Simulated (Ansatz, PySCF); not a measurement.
Reaction (SMILES): [CH2][SiH](C)C → [CH2-][SiH](C)C (an electron is taken up)
Each molecule is optimised on its own at B3LYP-D3(BJ)/def2-TZVP (Ansatz, a first-principles code), one conformer each, not searched for the lowest. Frequencies are from Ansatz or PySCF.

Wanted: adiabatic electron affinity (0 K, with B3LYP-D3(BJ) harmonic zero-point energies), positive where the reaction releases energy, in eV. Valence correlation only, unless marked. UHF or UKS for open shells. No spin-orbit coupling. Non-relativistic. Anions need diffuse functions: aug- sets have them; def2-D sets add few; the other sets have none. CBS marks a two-point X^-3 extrapolation of the correlation energy; Hartree-Fock from the larger set. The bracket is a focal-point correction in the basis named.

```csv
level,program,adiabatic electron affinity (eV)
PBE-D3(BJ)/def2-TZVPD,Ansatz + dftd3,0.94
PBE0/STO-3G,Ansatz,-4.35
PBE0-D4/def2-TZVP,Ansatz + dftd4,…
r2SCAN0-D4/def2-TZVPD,Ansatz + dftd4,0.63
CAM-B3LYP/def2-TZVPD,Ansatz,0.81
B2GP-PLYP-D3(BJ)/def2-TZVPD,Ansatz + dftd3,0.81
B2GP-PLYP-D4/def2-TZVPD,Ansatz + dftd4,0.83
B2GP-PLYP/def2-TZVPD,Ansatz,0.81
B2PLYP-D4/def2-TZVPD,Ansatz + dftd4,…
CCSD(T) with core electrons (1s frozen past Ne)/cc-pwCVTZ,Ansatz,…
"RI-MP2/CBS(aug-cc-pV(T+d)Z,aug-cc-pV(Q+d)Z)+[CCSD(T)-MP2]/aug-cc-pV(T+d)Z",Ansatz,1.00
```

Q: What belongs in the gaps?

A: 
- PBE0-D4/def2-TZVP, adiabatic electron affinity (eV): 0.70
- B2PLYP-D4/def2-TZVPD, adiabatic electron affinity (eV): 0.86
- CCSD(T) with core electrons (1s frozen past Ne)/cc-pwCVTZ, adiabatic electron affinity (eV): 0.66
